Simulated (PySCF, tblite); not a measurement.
Compound: C6H15NSi2.
Structure used (GFN2-xTB), in Å, numbered top down from 1:
```xyz
24
C6H15NSi2 angstrom
C      3.6377   -0.5869    1.2618
C      2.2372   -0.7765    0.7818
C      1.8722   -0.9420   -0.4833
Si     0.0923   -1.1446   -1.0574
C     -0.7570    0.5074   -1.4738
C     -1.3661    1.0791   -0.1864
C     -2.3635    2.1924   -0.4826
Si    -2.0835   -0.3780    0.8115
N     -0.9664   -1.5730    0.2558
H      4.3430   -0.6022    0.4338
H      3.9038   -1.3743    1.9672
H      3.7286    0.3659    1.7844
H      1.4797   -0.7747    1.5561
H      2.6468   -0.9440   -1.2418
H      0.0007   -2.1491   -2.1268
H     -0.0868    1.2348   -1.9351
H     -1.5590    0.3256   -2.1921
H     -0.5475    1.5149    0.3980
H     -1.8959    2.9977   -1.0500
H     -2.7565    2.6114    0.4423
H     -3.2012    1.8120   -1.0644
H     -3.4660   -0.7000    0.4344
H     -1.9833   -0.1950    2.2638
H     -0.9212   -2.4812    0.6819
```

Computed with PBE0/pcSseg-1 in PySCF (dipole) on a GFN2-xTB geometry, gas phase.

Masses are those of the commonest isotopes; rigid-rotor values at the optimised geometry. The values belong to one conformer with, in the numbering `[CH3:1]/[CH:2]=[CH:3]/[Si@@H:4]1[CH2:5][C@@H:6]([CH3:7])[SiH2:8][NH:9]1`, C2–C3–Si4–C5 90°, C3–Si4–C5–C6 -87°, Si4–C5–C6–C7 -165°, C5–C6–Si8–N9 30°, C6–Si8–N9–Si4 -10°.

(1) What are A, B and C (cm⁻¹)?

(2) What kind of rotor is it?

(3) Is it planar, by Δ = Ic − Ia − Ib?

(4) Give the other two planar moments, Paa and Pbb, and the rms extents of the mass along the axes.

(5) Predict some low-J microwave lines.

(6) Estimate the classical rotational partition function at 10 K, 298.15 K and 500 K.

Results:

(1) Ia = 282.58, Ib = 773.44, Ic = 791.86 u·Å²; 505379 MHz·u·Å²/I gives 1788, 653.4 and 638.2 MHz, that is A = 0.05966, B = 0.02180, C = 0.02129 cm⁻¹.

(2) A near-prolate asymmetric top; Ray's κ = -0.974.

(3) Not planar: Δ = Ic − Ia − Ib = -264.16 u·Å². For a rigid frame Δ = −2 Σ m c², so Σ m c² = 132.08 u·Å² lies off the ab plane: 29.83 from hydrogen and 102.25 from heavier atoms. The atom farthest from that plane is 2.57 Å away.

(4) Paa = Σ m a² = (Ib + Ic − Ia)/2 = 641.35 and Pbb = Σ m b² = (Ia + Ic − Ib)/2 = 150.50 u·Å². With the mass M = 157.07 u, the rms extents √(P/M) along a, b and c are 2.02, 0.98, 0.92 Å.

(5) The dipole components are |μa| = 0.89 D, |μb| = 0.24 D, |μc| = 0.60 D. The squared components, which scale the intensities, stand as 1.00 : 0.07 : 0.45 (a : b : c). Some lines, for components of 0.1 D or more:

| type | branch | J(Ka,Kc) | MHz | lower level (cm⁻¹) |
| --- | --- | --- | --- | --- |
| b | Q | 2(1,1) ← 2(0,2) | 1166 | 0.129 |
| b | Q | 3(1,2) ← 3(0,3) | 1189 | 0.258 |
| b | Q | 4(1,3) ← 4(0,4) | 1220 | 0.431 |
| b | R | 2(0,2) ← 1(1,1) | 1448 | 0.081 |
| b | R | 1(1,1) ← 0(0,0) | 2427 | 0.000 |
| a | R | 2(1,1) ← 1(1,0) | 2598 | 0.081 |
| c | Q | 4(2,3) ← 4(1,3) | 3352 | 0.471 |
| b | Q | 4(2,2) ← 4(1,3) | 3354 | 0.471 |
| b | Q | 3(2,1) ← 3(1,2) | 3383 | 0.298 |
| a | R | 4(0,4) ← 3(0,3) | 5165 | 0.258 |
| a | R | 4(3,1) ← 3(3,0) | 5167 | 0.602 |
| c | Q | 3(3,1) ← 3(2,1) | 5712 | 0.411 |
| b | Q | 4(3,2) ← 4(2,3) | 5714 | 0.583 |
| b | R | 4(2,3) ← 3(1,2) | 8549 | 0.298 |
| c | R | 3(3,0) ← 2(2,0) | 9588 | 0.282 |
| b | R | 3(3,0) ← 2(2,1) | 9588 | 0.282 |
| b | R | 4(3,2) ← 3(2,1) | 10879 | 0.411 |
| c | R | 4(3,2) ← 3(2,2) | 10880 | 0.411 |

(6) Point group C1, symmetry number σ = 1; q = (√π/σ)·√((kT/h)³/(ABC)), k/h = 20836.6 MHz/K: 6170 at 10 K, 1000000 at 298.15 K, 2180000 at 500 K.

Its GFN2-xTB frequencies are all real (lowest 32 cm⁻¹). No vibrational averaging or centrifugal distortion is included, and the geometry carries the error of its method. A rigid rotor knows nothing of internal rotation, which can split or shift real lines. Quadrupole hyperfine structure (14N) is left out.
